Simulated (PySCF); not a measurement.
## Working out the ionisation energy of Rh²⁺

Rh²⁺ [Kr] 4d7 (4F) → Rh³⁺ [Kr] 4d6 (5D). All numbers are calculated (PySCF 2.14, a scalar-relativistic core potential, in def2-SVP with the def2 core potential (28 electrons) (5s3p2d1f, 31 functions)). Frozen: 4s2 4p6. Energies in hartree (1 hartree = 27.21139 eV):

```csv
part,Rh²⁺ (lower),Rh³⁺ (upper)
UHF,-108.887377,-107.782726
MP2 opposite-spin,-0.046193,-0.023091
MP2 same-spin,-0.039431,-0.037465
```

Task: What does Hartree-Fock give?

Result: (-107.782726) − (-108.887377) = 1.104651 hartree = 30.059 eV.

Task: What do MP2 and SCS-MP2 (6/5 opposite-spin, 1/3 same-spin) give?

Result: The opposite-spin parts differ by 0.629 eV and the same-spin parts by 0.053 eV. MP2: 30.059 + (0.629) + (0.053) = 30.741 eV. SCS-MP2: 30.059 + 1.2 × (0.629) + (0.053)/3 = 30.831 eV.

Reference: 31.06 eV (semi-empirical (NIST evaluation); NIST Atomic Spectra Database, ionization energies), between the lowest levels; spin-orbit coupling is absent from the calculation.

A double-zeta basis recovers only part of the correlation energy.

What remains against the reference includes basis incompleteness, the frozen core and correlation beyond second order.
